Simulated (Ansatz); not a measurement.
`CS[Si](F)(F)Cl` + CH₃OH → `CO[Si](F)(F)SC` + HCl  (ligand exchange at the Si–Cl bond)

Gas-phase electronic energies from Ansatz, PBE0-D4/def2-TZVP geometries. CBS: MP2 limit from def2 TZ/QZ plus the TZ coupled-cluster correction, frozen cores. This one scheme is used for every species. Functionals use def2-TZVPP. One conformer a species, not always the lowest.

`CS[Si](F)(F)Cl`:

Z-matrix (Å, degrees):
```
C
S 1 1.823
H 1 1.089 2 105.9
H 1 1.089 2 111.0 3 118.3
H 1 1.089 2 111.0 3 -118.3
Si 2 2.084 1 98.5 3 -179.9
F 6 1.582 2 112.0 1 58.4
F 6 1.582 2 112.1 1 -58.7
Cl 6 2.017 2 109.5 1 179.9
```

CH₃OH:

Cartesian coordinates in Å:
```
C -0.088 -0.047 0.342
O 0.078 -0.392 -1.014
H -0.495 -0.923 0.847
H -0.791 0.783 0.479
H 0.862 0.214 0.826
H 0.434 0.366 -1.480
```

`CO[Si](F)(F)SC`:

Cartesian coordinates in Å:
```
C -2.510 0.520 0.119
O -1.496 0.309 1.084
Si -0.026 -0.283 0.818
F -0.080 -1.746 0.202
F 0.659 -0.458 2.230
S 1.059 0.970 -0.461
C 2.471 -0.116 -0.837
H -2.937 -0.432 -0.205
H -3.292 1.120 0.585
H -2.125 1.055 -0.754
H 2.133 -1.059 -1.260
H 3.072 -0.293 0.053
H 3.073 0.414 -1.574
```

HCl:

```xyz
2

Cl    0.557    0.130    0.287
H    -0.557   -0.130   -0.287
```

(1) Is it downhill or uphill in electronic energy at CCSD(T)/CBS, and by how much? (Best estimate.)

(2) What do these levels give: PBE-D4, PBE0-D4, ωB97M-V, HF/def2-TZVPP, MP2/def2-TZVPP, MP2/CBS(def2)? (Estimate.)

Largest T1 diagnostic among the species: 0.011.

## Answers

(1) The calculation gave: Downhill: ΔE = -4.6 kcal/mol.

(2) Ansatz gave: PBE-D4 -2.1, PBE0-D4 -2.8, ωB97M-V -4.0, HF/def2-TZVPP -6.2, MP2/def2-TZVPP -4.5, MP2/CBS(def2) -3.6 kcal/mol.

The D4 term adds −0.8 kcal/mol with B3LYP and −0.5 kcal/mol with PBE0; it sums over pairs of atoms, weighted by their polarisabilities, and B3LYP, whose exchange is more repulsive, gets the larger term. From PBE to PBE0 (25 % exact exchange), in def2-TZVPP and without D4, ΔE moves by −0.8 kcal/mol. In def2-TZVPP, CCSD(T) changes the Hartree–Fock value by +0.7 kcal/mol (the triples alone add +0.3 kcal/mol) and MP2 by +1.7 kcal/mol.

B3LYP here is the variant with VWN-RPA as its local correlation; programs differ in this.
